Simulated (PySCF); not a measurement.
# One molecule, several mistakes: BCH5NSi cation

All numbers below are calculated, not measured. The program is PySCF 2.14.0, an open-source quantum chemistry code, run on an isolated molecule that a program drew, which may never have been made. The molecule is BCH5NSi cation (charge +1, singlet), drawn as the SMILES string `C=BN[SiH2+]`.

Each row is a Hartree-Fock (HF) and frozen-core CCSD(T) single point in the cc-pV(D+d)Z basis, meant for a local HF minimum. Run 1 is clean. Each other run has one planted mistake out of seven kinds, and not every kind appears here: one electron removed, one electron added, multiplicity raised by two, geometry at a saddle point, minimal basis STO-3G, one bond length entered in bohr, all coordinates scaled. The reference is restricted for singlets and unrestricted otherwise, and also for a bond in bohr. Adding or removing an electron swaps singlet and doublet. Electrons count all cores. HOMO and LUMO are orbital energies over both spins, the gradient is its largest component, and the lowest frequency (negative if imaginary) is given only where the gradient is small. Bond lengths are over the 8 bonds as drawn. T1 is the CCSD diagnostic: over 0.02 (restricted) or 0.045 (unrestricted) a single reference is doubtful.

Geometry of the clean run:
```xyz
9
BCH5NSi cation, angstrom
C     0.6068    0.5333    2.1670
B    -0.0582    0.6047    0.9674
N    -0.6557    0.6745   -0.3271
Si    0.2416    0.6457   -1.7143
H     0.9320    1.4230    2.6946
H     0.8093   -0.4141    2.6543
H    -1.6636    0.7433   -0.3717
H     1.6885    0.5457   -1.5944
H    -0.4601    0.7220   -2.9902
```

```
run,electrons,basis functions,<S^2>,HOMO (eV),LUMO (eV),gradient (hartree/bohr),lowest frequency (cm^-1),mean bond (Å),longest bond (Å),T1,HF (hartree),CCSD(T) (hartree),mistake
1,36,90,0.000,-13.02,-5.12,2.7e-05,140,1.3183,1.652,0.0158,-408.57409,-409.08582,no fault
2,37,90,0.768,-6.71,2.47,8.4e-02,-,1.3183,1.652,0.0162,-408.79081,-409.31621,one electron added
3,36,29,0.000,-11.29,-2.23,4.3e-02,-,1.3183,1.652,0.0218,-403.79974,-404.05307,minimal basis STO-3G
4,36,90,2.033,-11.19,-5.73,1.5e-01,-,1.3183,1.652,0.0221,-408.53004,-409.01337,multiplicity raised by two
5,36,90,1.425,-12.82,-5.10,1.9e-02,-,1.4711,2.595,0.0423,-408.39043,-408.86303,?
6,36,90,0.000,-12.73,-4.89,5.6e-05,-449,1.3193,1.640,0.0233,-408.55750,-409.07295,?
```

**Which mistake was planted in run 5, and what did it cost?**

The mean bond changes by a factor of 1.116 and the longest by 1.571, so the molecule wasn't scaled as a whole. A length L in bohr read as angstrom grows by (1/0.5292 - 1) L = 0.890 L. The 8 bonds together grew by 8 x 0.1528 = 1.222 Å, which gives L = 1.374 Å. That is bond C1-B2, 1.373 Å in the clean geometry. So the mistake is: one bond length entered in bohr. Subtracting run 1 and multiplying by 627.51 kcal/mol a hartree, the energy moved by 115.2 kcal/mol in HF and 139.8 kcal/mol in CCSD(T).

**Which mistake was planted in run 6, and what did it cost?**

The gradient is small, so the point is stationary, but the lowest frequency is imaginary (-449 cm^-1). So the mistake is: geometry at a saddle point. Subtracting run 1 and multiplying by 627.51 kcal/mol a hartree, the energy moved by 10.4 kcal/mol in HF and 8.1 kcal/mol in CCSD(T).

Cautions from the logs. Run 3: T1 is over the limit, so its CCSD(T) energy is less reliable; run 6: T1 is over the limit, so its CCSD(T) energy is less reliable.
